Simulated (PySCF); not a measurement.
A side-by-side comparison of computed properties.

First species: C8H9B.
SMILES with atom numbers: `[CH:1]#[C:2][B:3]1[CH2:4][CH2:5][C@H:6]([C:7]#[CH:8])[CH2:9]1` (hydrogens: H10 on C1; H11, H12 on C4; H13, H14 on C5; H15 on C6; H16 on C8; H17, H18 on C9)

Second species: C₈H₉B.
SMILES: `BC1=C[C@@H]2[C@@H]3C=C[C@H]1[C@H]23`

Levels: CAM-B3LYP/def2-SVPD for HOMO energy, LUMO energy, HOMO–LUMO gap and static isotropic polarisability; TDDFT CAM-B3LYP/def2-SVPD for lowest singlet excitation; TDA CAM-B3LYP/def2-SVPD for lowest triplet excitation (Tamm–Dancoff); ΔSCF CAM-B3LYP/def2-SVPD for vertical ionisation energy. Geometries: PBE0-D3(BJ)/def2-SVP. All species are isolated and taken at one optimised geometry, non-relativistic unless stated; the electronic structure was computed with PySCF and density fitting.

Which of the two has the higher vertical ionisation energy, and by how much?

The first: 9.58 eV against 8.71 eV, a difference of 0.87 eV.

Which has the higher LUMO energy?

The first: -0.56 eV against -0.70 eV, a difference of 0.14 eV.

Which of the two has the higher S1 energy, and by how much?

The second: 4.48 eV against 4.38 eV, a difference of 0.10 eV.

Which has the higher HOMO energy?

The second: -8.05 eV against -8.84 eV, a difference of 0.79 eV.

Which of the two has the higher static isotropic polarisability, and by how much?

The first: 103.8 au against 98.9 au, a difference of 4.9 au.

Which of the two has the higher T1 energy, and by how much?

The first: 4.06 eV against 3.08 eV, a difference of 0.98 eV.

Which has the higher HOMO–LUMO gap?

The first: 8.28 eV against 7.35 eV, a difference of 0.93 eV.

On the first: The 10 singlets span 4.38 to 7.06 eV, and their oscillator strengths add up to 0.08. No computed singlet falls in the visible range (750 to 380 nm, 1.65 to 3.26 eV); S1 lies 1.12 eV above its blue end.

On the second: The ΔSCF ionisation energy exceeds −ε(HOMO) by 0.66 eV with CAM-B3LYP. The principal polarisabilities are 78.6, 95.6 and 122.6 au; their mean is the isotropic value.

One conformer stands for the species.
